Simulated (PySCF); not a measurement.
TlCl, SMILES [Cl][Tl]. Coordinates come from a B3LYP-D3(BJ)/def2-TZVP optimisation. The def2 effective core potentials stand for the cores of Tl; spin–orbit coupling is left out.

Method: B3LYP-D3(BJ)/def2-TZVP (PySCF).

Harmonic wavenumbers (cm⁻¹): 270. Rotational constants (GHz): 2.609 (linear); symmetry number 1.

Question: Work out the zero-point energy and the ideal-gas rigid-rotor harmonic-oscillator thermochemistry at 298.15 K and 1 atm.

Answer: ZPE = ½ Σ hcν = ½ × 270 cm⁻¹ = 1.61 kJ/mol. H − E(el) = 11.50 kJ/mol. Entropy in J/(mol K): translation 177.09, rotation 72.96, vibration 6.68, total 256.73. G − E(el) = -65.05 kJ/mol. Cp = 36.33 J/(mol K).
